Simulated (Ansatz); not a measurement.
`N[SiH](F)[SiH2]F` and `N[SiH](F)Cl` differ in one atom or group.

Ansatz, PBE0-D4/def2-TZVP geometries, multiplicity 1. Each molecule was computed in one conformer, which needn't be the lowest.

| property | `N[SiH](F)[SiH2]F` |
| --- | --- |
| size of the dipole moment (ωB97M-V/def2-TZVPP) / D | 1.62 |
| HOMO–LUMO gap (ωB97M-V/def2-TZVPP) / eV | 11.15 |
| size of the dipole moment (B3LYP/def2-TZVPP) / D | 1.63 |
| LUMO energy (PBE/def2-TZVPP) / eV | -1.71 |
| HOMO energy (PBE/def2-TZVPP) / eV | -6.74 |
| HOMO energy (PBE0/def2-TZVPP) / eV | -8.12 |

Problem. Give the same properties after the change, and the shifts. (Estimate.)

Solution. The calculation gave: 
```tsv
property	`N[SiH](F)Cl`	shift
size of the dipole moment (ωB97M-V/def2-TZVPP) / D	2.45	0.83
HOMO–LUMO gap (ωB97M-V/def2-TZVPP) / eV	12.85	1.70
size of the dipole moment (B3LYP/def2-TZVPP) / D	2.45	0.82
LUMO energy (PBE/def2-TZVPP) / eV	-0.17	1.54
HOMO energy (PBE/def2-TZVPP) / eV	-6.82	-0.08
HOMO energy (PBE0/def2-TZVPP) / eV	-8.33	-0.21
```

With PBE0 the HOMO falls by 0.21 eV and the LUMO rises by 1.52 eV, so the gap widens by about 1.73 eV. PBE moves the HOMO by -0.08 eV and ωB97M-V by -0.47 eV. Dipoles are sizes alone; their direction can turn.

B3LYP here is the variant with VWN-RPA as its local correlation; programs differ in this.
